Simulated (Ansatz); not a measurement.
Program: Ansatz. Geometries: PBE0-D4/def2-TZVP. ΔE: electronic, gas phase. CCSD(T)/CBS is the MP2 limit (def2-TZVPP, def2-QZVPP) plus CCSD(T) − MP2 in def2-TZVPP, frozen cores. This one scheme is used for every species. DFT in def2-TZVPP. def2 core potentials past Kr. For Br, Sn outer-core shells are correlated without core-valence functions, which leaves a few kJ/mol of doubt a bond. Scalar relativity is left out up to krypton. One conformer a species, not always the lowest.

Consider the cleavage of the Sn–P bond: `[F][SnH2][PH]S` + HBr → `[F][SnH2][Br]` + `PS`.

`[F][SnH2][PH]S`:

Z-matrix (Å, degrees):
```
Sn
P 1 2.501
F 1 1.927 2 103.9
H 1 1.708 2 113.4 3 112.7
H 1 1.705 2 114.5 3 -112.9
S 2 2.123 1 98.5 3 97.2
H 2 1.423 1 92.9 3 -164.6
H 6 1.343 2 94.4 1 -135.8
```

HBr:

Z-matrix (Å, degrees):
```
Br
H 1 1.420
```

`[F][SnH2][Br]`:

Cartesian coordinates in Å:
```
F -0.232 0.091 1.837
Sn 0.200 -0.014 -0.025
Br -1.960 0.077 -1.193
H 1.090 1.386 -0.371
H 0.902 -1.541 -0.249
```

`PS`:

```xyz
5

P     0.640    0.288   -0.388
S    -1.044   -0.699    0.429
H     1.329    0.516    0.832
H     0.092    1.597   -0.410
H    -1.017   -1.702   -0.462
```

```csv
level,ΔE (kcal/mol)
r2SCAN-D4,-16.7
r2SCANh,-17.2
CAM-B3LYP,-18.3
LC-ωPBE,-17.5
HF/def2-SVP,-21.4
CCSD(T)/def2-SVP,-17.2
HF/def2-TZVPP,-23.1
SCS-MP2/def2-TZVPP,-17.2
```

(1) What does CCSD(T)/CBS give? (Best estimate.)

Largest T1 diagnostic among the species: 0.014.

## Answers

(1) Computed: -16.9 kcal/mol. The listed levels differ from it by 0.2, -0.3, -1.4, -0.6, -4.5, -0.3, -6.2, -0.3 kcal/mol.

The D4 term adds +1.6 kcal/mol with B3LYP and +0.9 kcal/mol with PBE0; it sums over pairs of atoms, weighted by their polarisabilities, and B3LYP, whose exchange is more repulsive, gets the larger term. From PBE to PBE0 (25 % exact exchange), in def2-TZVPP and without D4, ΔE moves by −1.4 kcal/mol. In def2-TZVPP, CCSD(T) changes the Hartree–Fock value by +7.0 kcal/mol (the triples alone add +0.9 kcal/mol) and MP2 by +7.0 kcal/mol.

CCSD(T)/CBS has its own doubt, a few kJ/mol and more with outer-core shells, so smaller differences from it don't rank the levels.

B3LYP here is the variant with VWN-RPA as its local correlation; programs differ in this.
